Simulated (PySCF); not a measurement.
Input for PySCF: R-HF/STO-3G on C2H4ClN (a complex), monomers drawn apart or pushed together.

```python
from pyscf import gto, scf, dft, mp
from pyscf.data.elements import chemcore

mol = gto.M(
    atom='''
    Cl    0.24530721    1.00910989   -1.14696121
    H     0.25030765    0.59688010    0.08579232
    C     0.26968572   -1.09706823    5.15217948
    C     0.26463809   -0.63658162    3.77462813
    N     0.26095873   -0.27257248    2.68668153
    H    -0.42425833   -1.92955362    5.26931460
    H     1.27025758   -1.42829640    5.43054726
    H    -0.03300697   -0.28762791    5.81663234
    ''',
    basis='sto-3g',
    charge=0, spin=0, verbose=3, max_memory=1800)
mf = scf.RHF(mol)
mf.conv_tol = 1e-8
mf.max_cycle = 100
mf.kernel()
if not mf.converged:
    mf = mf.newton().run(mf.mo_coeff, mf.mo_occ)
```

It printed:

```
converged SCF energy = -585.411425837593
```

The run converged.

Cost: roughly 0.07 core-seconds.
